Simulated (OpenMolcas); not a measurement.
Mn4+ (d3) in a complex was computed by SS-CASPT2, IPEA 0.25 Eh, imaginary shift 0.1 Eh with the d shell active (OpenMolcas, ANO-RCC-VDZP on the metal). Its lowest spin-free states, and all those of the highest spin:

```csv
2S+1,Degeneracy,E (cm-1)
4,1,0
2,2,12390
2,3,12810
2,3,21160
4,3,26880
2,3,29870
4,3,32290
2,1,32960
2,3,35920
2,2,37500
2,3,38230
2,1,45770
4,3,59210
```

Problem. Is the site octahedral, tetrahedral or cube-like, axial, or of lower symmetry?

Solution. The states with 2S+1 = 4 have orbital degeneracies 1, 3, 3, 3. Threefold states need a cubic site. For d3 at this spin an octahedron puts the single A2 below the threefold T2 and a tetrahedron or cube puts the threefold T1 below the threefold T2, so the site is octahedral. The first gap at this spin, 26900 cm-1, is |10Dq| in ligand-field theory. The run had Mn4+ with 6 ligands (chloride) in octahedral coordination (Oh) at 2.29 Å. A charge of +0.333 e stands 2.8 Å behind each ligand. Ligand basis ANO-RCC-VDZP.

Roots that are degenerate in the reference are averaged as groups; the widest CASPT2 spread within a group is 990 cm-1 (the 3-fold group of multiplicity 2 near 29900 cm-1 above the lowest state of its run). Shifts and gaps below about the spread of the groups concerned are not significant. Over all roots computed the reference weight is 0.58 to 0.61; a low but even weight reflects the number of correlated electrons. The least metal-like active orbital is 68 % on the metal (Löwdin) and no ligand orbital is active, so the numbers are rough. Ligand-to-metal charge-transfer states are missing. These CASPT2 states fit no ligand-field parameters well, so their order and spin gaps are uncertain. With no ligand orbital active B as a rule stays too high, so bands that hang on it stand too high and its fall with covalency is understated. With one d shell and no ligand orbital active, 10Dq can be off by a tenth or more. No measured value stands beside these numbers; the geometry is a model, was not optimised and need not be the one that this ion takes.
